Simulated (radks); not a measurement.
The numbers below are computed, except where a source is named.
Question: Valence configurations of B I (all share [He]). Code: a radial shooting solver on a logarithmic mesh with Libxc functionals. Model: scalar-relativistic Kohn-Sham, LDA (Slater exchange, Perdew-Wang correlation), spin-unpolarised, spherical densities, point nucleus. Order these by energy: 2s1 2p2; 2p3; 2s2 2p1; 2s0.5 2p2.5; 2s1.5 2p1.5.

Answer: From the lowest, in eV above it: 2s2 2p1 0.000; 2s1.5 2p1.5 2.838; 2s1 2p2 5.685; 2s0.5 2p2.5 8.539; 2p3 11.399. NIST lists [He] 2s2 2p1 as the ground configuration; this level of theory agrees among the configurations tried. The energies are those of spherical spin-averaged densities, not of single terms.
